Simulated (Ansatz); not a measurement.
Geometry optimisation, RKS B3LYP-D4/def2-SVP (Ansatz 0.2.0).

Input file:

```yaml
crystal:
  periodic: [false, false, false]
  atoms:
    - { symbol: B, position_ang: [-0.053976, -0.246727, 0.119461] }
    - { symbol: O, position_ang: [-0.062615, -0.413736, 1.491595] }
    - { symbol: H, position_ang: [-0.963223, -0.524516, 1.832466] }
    - { symbol: H, position_ang: [0.993192, -0.185533, -0.458674] }
    - { symbol: F, position_ang: [-1.2051, -0.27143, -0.542482] }
    - { symbol: F, position_ang: [0.056021, 2.208595, 0.691314] }
    - { symbol: H, position_ang: [0.3367, 1.755547, 1.44942] }
basis:
  gaussian: { orbitals: def2-SVP }
hamiltonian:
  xc: b3lyp
  dispersion: d4
relax:
  f_tol: 0.03
  max_steps: 50
```

Launched with:

```bash
$ ansatz run input.yaml --threads 1 --pin off --max-ram 2048MiB --backend cpu --events-out ev --progress --plain --runs-dir out
```

Task: Where does it end, and by what steps?

Result: The run converged. The force dipped under the threshold on the way, but the program's further checks kept it going. After 10 steps the energy has fallen by 0.057 eV; F6 moved furthest, 0.37 Å.

```csv
step,energy less start (eV),largest force component (eV/Å),accepted
0,0.0000,0.847,yes
1,-0.0250,0.662,yes
2,-0.0212,1.137,no
3,-0.0400,0.258,yes
4,-0.0507,0.265,yes
5,-0.0534,0.100,yes
6,-0.0559,0.082,yes
7,-0.0543,0.188,no
8,-0.0566,0.022,yes
9,-0.0572,0.047,yes
10,-0.0574,0.014,yes
```

```xyz
7
Properties=species:S:1:pos:R:3
B -0.073 -0.320 0.059
O -0.085 -0.204 1.415
H -0.961 -0.362 1.801
H 0.956 -0.189 -0.538
F -1.202 -0.608 -0.576
F 0.183 2.407 0.983
H 0.284 1.598 1.438
```

Whether the end is a true minimum wasn't checked by a vibrational analysis.

The run took 20 s on 1 thread of Intel(R) Xeon(R) 6975P-C (Granite Rapids), with other jobs on the host, peak memory 0.15 GiB.
